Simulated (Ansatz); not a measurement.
One change: `NCO[SiH2]Cl` becomes `CCO[SiH2]Cl`.

Ansatz, PBE0-D4/def2-TZVP geometries, multiplicity 1. Each molecule was computed in one conformer, which needn't be the lowest.

| property | `NCO[SiH2]Cl` |
| --- | --- |
| HOMO–LUMO gap (ωB97M-V/def2-TZVPP) / eV | 12.43 |
| size of the dipole moment (B3LYP/def2-TZVPP) / D | 1.49 |
| HOMO energy (B3LYP/def2-TZVPP) / eV | -7.56 |
| LUMO energy (B3LYP/def2-TZVPP) / eV | 0.33 |
| HOMO–LUMO gap (PBE/def2-TZVPP) / eV | 6.02 |
| LUMO energy (PBE0/def2-TZVPP) / eV | 0.56 |

Question: What does the change do to each property? (An estimate is asked.)

Answer: The calculation gave: 
```
                                        property  `CCO[SiH2]Cl`  shift
         HOMO–LUMO gap (ωB97M-V/def2-TZVPP) / eV          13.16   0.73
size of the dipole moment (B3LYP/def2-TZVPP) / D           1.65   0.16
             HOMO energy (B3LYP/def2-TZVPP) / eV          -8.33  -0.77
             LUMO energy (B3LYP/def2-TZVPP) / eV           0.35   0.02
             HOMO–LUMO gap (PBE/def2-TZVPP) / eV           6.71   0.69
              LUMO energy (PBE0/def2-TZVPP) / eV           0.56   0.00
```

The zero-point energy changes by 27.1 kJ/mol with +3 modes. Dipoles are sizes alone; their direction can turn.

B3LYP here is the variant with VWN-RPA as its local correlation; programs differ in this.
